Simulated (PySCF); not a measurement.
A geometry optimisation on GeH10Sn3.

Method: PBE0-D3(BJ)/def2-SVP geometry optimisation, gas phase, def2 core potentials past Kr (PySCF 2.14.0). Start geometry: GFN2-xTB. The command runs a driver script over a list of jobs; the input below is this job's line of settings and its coordinates in Å.

Command:
```bash
OMP_NUM_THREADS=1 python probes_run.py task.json out
```

Input:
```
{"job": {"xc": "PBE0", "basis": "def2-SVP", "d3": "d3bj", "grid": 1, "maxiter": 40, "shake": 0.03, "kind": "geom"}, "charge": 0, "multiplicity": 1}
Ge     0.439290    -0.236180     0.315210
Sn    -1.693130    -0.083540     1.863240
Sn     1.127050     2.142500    -0.555910
Sn     0.380290    -1.990200    -1.524000
H      1.502040    -0.643870     1.189930
H     -1.376670    -0.662050     3.386930
H     -2.959550    -0.938620     1.299530
H     -2.206030     1.497120     2.093490
H      0.460970     3.439340     0.335630
H      2.824500     2.365110    -0.321110
H      0.842230     2.420030    -2.119110
H      0.477230    -1.404180    -3.046720
H      1.380950    -3.127970    -1.361590
H     -1.218610    -2.821320    -1.512290
```

Output:
```
step   0  E = -2725.33363162  max force = 0.072729
step   1  E = -2725.36086055  max force = 0.011962
step   2  E = -2725.36338637  max force = 0.006717
step   3  E = -2725.36388130  max force = 0.001890
step   4  E = -2725.36398301  max force = 0.001333
step   5  E = -2725.36404771  max force = 0.000415
step   6  E = -2725.36413886  max force = 0.000763
step   7  E = -2725.36419917  max force = 0.000962
step   8  E = -2725.36424820  max force = 0.000596
step   9  E = -2725.36428711  max force = 0.000393
... (11 lines left out)
step  21  E = -2725.36518842  max force = 0.000752
step  22  E = -2725.36521787  max force = 0.000760
step  23  E = -2725.36525450  max force = 0.000507
step  24  E = -2725.36530700  max force = 0.000730
step  25  E = -2725.36541959  max force = 0.000690
step  26  E = -2725.36543466  max force = 0.000677
step  27  E = -2725.36548118  max force = 0.000217
step  28  E = -2725.36552790  max force = 0.000330
step  29  E = -2725.36552553  max force = 0.000223
step  30  E = -2725.36553236  max force = 0.000144
optimisation converged
```

Energies in Eh; «max force» is the largest Cartesian gradient component in Eh/bohr.

Give the first gradient maximum in eV/Å.

With 1 Eh/bohr = 51.422 eV/Å, 3.740 eV/Å.

How much energy does the optimisation release, in kJ/mol?

E(step 0) − E(last step) = 0.031901 Eh, which is 83.8 kJ/mol.

Main results: final energy -2725.36553 Eh after 30 steps; dipole 0.13 D.

Where do the atoms end?

0.846 Å rms from the input after alignment:
```
atom  x, y, z in Å
Ge1    0.5376   -0.1909    0.4032
Sn2   -1.5987   -0.2762    1.8977
Sn3    1.0066    2.2230   -0.4631
Sn4    0.3450   -1.8635   -1.5963
H5     1.7382   -0.6313    1.2742
H6    -1.9429   -1.8950    2.3475
H7    -2.9365    0.3476    1.0248
H8    -1.3817    0.6608    3.3174
H9     1.1210    3.3301    0.8418
H10    2.4730    2.2591   -1.3521
H11   -0.2747    2.7130   -1.4917
H12    0.0421   -1.0052   -3.0500
H13    1.7988   -2.7543   -1.7759
H14   -0.9472   -2.9611   -1.3343
```

The run took 10 min of wall time on one thread, Arm Neoverse V2 (aarch64), no GPU, on a shared host, and the process peaked at 0.76 GiB of memory.
Labels such as C1 count atoms from 1, the log's own numbers from 0.
